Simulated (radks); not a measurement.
Values are calculated unless marked as measured or tabulated.
Tm III, 67 electrons, occupied as [Kr] 4d10 4f13 5s(up 1, down 1) 5p6.

Level of theory: scalar-relativistic Kohn-Sham, PBE, spin-polarised, spherical densities, finite nucleus; open shells are filled with parallel spins first (spin-orbit coupling, left out, can overturn this in heavy ions); Fermi nuclear charge, rms radius 5.2256 fm (a radial shooting solver on a logarithmic mesh with Libxc functionals).

Energy parts (eV):
part                      energy
total                 -369131.47
kinetic                401131.78
electron-nucleus      -906239.64
Hartree                143726.96
exchange-correlation    -7750.57

Orbitals (lengths in bohr, moments of r in powers of bohr; r(max) is where P^2 peaks):
| orbital | occ. | eigenvalue (eV) | <r^2> | <1/r> | r(max) |
|---|---|---|---|---|---|
| 1s up | 1 | -59289.93 | 0.0005486 | 79.07 | 0.01261 |
| 1s down | 1 | -59289.93 | 0.0005486 | 79.07 | 0.01261 |
| 2s up | 1 | -10015.57 | 0.008516 | 18.42 | 0.07189 |
| 2s down | 1 | -10015.56 | 0.008516 | 18.42 | 0.07189 |
| 2p up | 3 | -8846.001 | 0.006945 | 16.97 | 0.05854 |
| 2p down | 3 | -8845.992 | 0.006945 | 16.97 | 0.05854 |
| 3s up | 1 | -2262.279 | 0.05581 | 6.800 | 0.2033 |
| 3s down | 1 | -2261.840 | 0.05579 | 6.801 | 0.2032 |
| 3p up | 3 | -1907.993 | 0.05626 | 6.342 | 0.2002 |
| 3p down | 3 | -1907.554 | 0.05624 | 6.343 | 0.2001 |
| 3d up | 5 | -1470.256 | 0.04687 | 6.009 | 0.1633 |
| 3d down | 5 | -1469.922 | 0.04685 | 6.010 | 0.1633 |
| 4s up | 1 | -457.5850 | 0.2799 | 2.872 | 0.4644 |
| 4s down | 1 | -456.6766 | 0.2799 | 2.872 | 0.4643 |
| 4p up | 3 | -341.1594 | 0.3179 | 2.624 | 0.4857 |
| 4p down | 3 | -340.2666 | 0.3179 | 2.624 | 0.4857 |
| 4d up | 5 | -186.4689 | 0.3796 | 2.318 | 0.5012 |
| 4d down | 5 | -185.5919 | 0.3799 | 2.317 | 0.5012 |
| 5s up | 1 | -68.1946 | 1.700 | 1.078 | 1.091 |
| 5s down | 1 | -67.7742 | 1.707 | 1.076 | 1.093 |
| 5p up | 3 | -41.6081 | 2.428 | 0.8918 | 1.253 |
| 5p down | 3 | -41.3117 | 2.443 | 0.8887 | 1.255 |
| 4f up | 7 | -17.9267 | 0.8637 | 1.696 | 0.4959 |
| 4f down | 6 | -17.1610 | 0.8876 | 1.687 | 0.4964 |

The highest occupied level is 4f down at -17.161 eV. The density falls to 0.001 e/bohr^3 at r = 3.32 bohr. Summed over all electrons, <r^2> = 36.63 bohr^2, which gives a Langevin (diamagnetic) susceptibility term of -29 x 10^-6 cm^3/mol.
